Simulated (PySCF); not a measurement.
Correlation energy of I²⁺ (iodine, charge +2)

[Kr] 4d10 5s2 5p3, high-spin 4S determinant. Calculation: PySCF 2.14, in aug-cc-pwCVTZ-DK3 with one added diffuse shell each of s, p, d, f type (11s10p8d5f1g, 125 functions); the spin-free X2C one-electron Hamiltonian (Gaussian nucleus). Frozen: [Kr] 4d10; 5 electrons correlated.

MP2 pair energies summed by pair of shells (mhartree):

```
 pair  energy  share (%)
5s-5p  -46.04       67.1
5p-5p  -14.65       21.3
5s-5s   -7.96       11.6
```

Total MP2 correlation energy: -68.64 mhartree.

Same-spin part -17.54 and opposite-spin part -51.11 mhartree; SCS-MP2 scales them by 1/3 and 6/5 to -67.17 mhartree.
